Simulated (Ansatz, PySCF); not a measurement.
Pulling on the Si2–Cl1 bond in Cl2H2Si (SMILES Cl[SiH2]Cl) (multiplicity 1 held, fragments rigid). Energies count from the point at 2.052 Å.
Geometry at that point (charge 0, multiplicity 1):
```xyz
5

Cl    -1.676     0.434    -0.004
Si    -0.011    -0.766     0.024
Cl     1.688     0.383    -0.022
H     -0.017    -1.541     1.273
H     -0.031    -1.617    -1.175
```

Unrestricted levels (U-) break spin symmetry where that is lower. Active spaces are followed from a long bond inwards. Left out are points that failed, MP2 points in a non-variational dive below the minimum, coupled-cluster points behind a sign of a changed root (a jump of the amplitudes, or a one-step jump against full CI or MRCI), small-basis points behind a change of solution, and semi-empirical points at long bonds. Curves can end on different states.

Correlated levels freeze the cores. Rows in 3-21G carry no dispersion term and start afresh at each structure.

Programs: Ansatz (Gaussian orbitals); PySCF for 3-21G rows. Values without a source in brackets are computed.

Energies in eV.

```csv
R (Å),R-HF/3-21G,U-PBE/cc-pV(T+d)Z,U-r2SCAN/cc-pV(T+d)Z,"FIC-MRCISD+Q on CASSCF(6,4)/cc-pV(T+d)Z"
1.642,4.66,3.06,2.98,3.08
1.847,1.12,0.55,0.50,0.52
2.052,0.00,0.00,0.00,0.00
2.257,-0.05,0.26,0.31,0.32
2.462,0.35,0.81,0.92,0.96
2.770,1.24,1.75,1.92,2.02
3.078,2.17,2.58,2.82,2.96
3.591,3.54,3.59,3.82,4.04
4.104,4.56,4.07,4.26,4.51
4.720,5.41,4.31,4.49,4.66
5.541,6.07,4.44,4.60,4.69
6.567,left out,4.49,4.64,4.69
```

Doubts at one or more of the structures used: a restricted determinant that unrestricted orbitals would lower (R-HF/3-21G); a spin-contaminated determinant (U-PBE/cc-pV(T+d)Z, U-r2SCAN/cc-pV(T+d)Z); active orbitals that take no part (FIC-MRCISD+Q on CASSCF(6,4)/cc-pV(T+d)Z).

Ansatz is a first-principles code.
